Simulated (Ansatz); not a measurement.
Basis-set extrapolation for CH10B2Si2, SMILES `B[Si](B)(C)[SiH3]` (PBE0-D4/def2-TZVP geometry, frozen core, Ansatz 0.2.0). Multiplicity 1, RHF reference.

```csv
,def2-TZVPP,def2-QZVPP
HF,-670.876727,-670.898749
MP2 correlation,-0.686049,-0.728471
CCSD(T) correlation,-0.787440,not run
```

Energies in hartree. Use E(X) = E(∞) + A·exp(−7.88·√X) for Hartree–Fock and E(X) = E(∞) + B·X^(−2.97) for correlation, with X = 3 and 4, and add CCSD(T) minus MP2 of the smaller set to the MP2 limit.

**Question.** What is the CCSD(T) energy at the basis-set limit?

**Answer.** HF limit: -670.898749 + (-0.022022) × 0.13774 = -670.90178. MP2 limit: -0.728471 + (-0.042422) × 0.74074 = -0.75989. Higher-order term: -0.787440 − (-0.686049) = -0.10139. Total: -671.76306 hartree, 62.1 kcal/mol below CCSD(T)/def2-TZVPP.
